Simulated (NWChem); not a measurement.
Molecule: C2H2F2OSi; SMILES F[Si]1(F)C=CO1

```xyz
8

F     -0.0113     1.3200    -1.2711
Si     0.0862     0.3521     0.0000
F     -0.0113     1.3200     1.2711
C      1.1184    -1.1391     0.0000
C     -0.0806    -1.7629     0.0000
O     -1.1244    -0.8621     0.0000
H      2.1203    -1.5572     0.0000
H     -0.3551    -2.8240     0.0000
```
Atoms are numbered in this order, from 1.

Program: NWChem. Pople sets run with spherical d functions. Structure relaxed at the PBE0/def2-SVP level. Ions are spin-unrestricted doublets at the neutral geometry; other ion states weren't tried. Functional: LC-ωPBE (HJS hole) with 6-31G*; rows give the range parameter ω in 1/bohr.

Q: At which range parameter does −ε(HOMO) equal the ΔSCF ionisation energy (optimal tuning)?

A: about 0.37 per bohr, by linear interpolation in these runs:
```csv
range parameter (1/bohr),"vertical ionisation energy, ΔSCF (eV)",−ε(HOMO) (eV),ΔSCF minus −ε(HOMO) (eV)
0.15,9.69,8.09,1.60
0.30,9.82,9.48,0.34
0.35,9.87,9.80,0.07
0.40,9.91,10.07,-0.16
0.80,10.11,11.10,-0.99
```
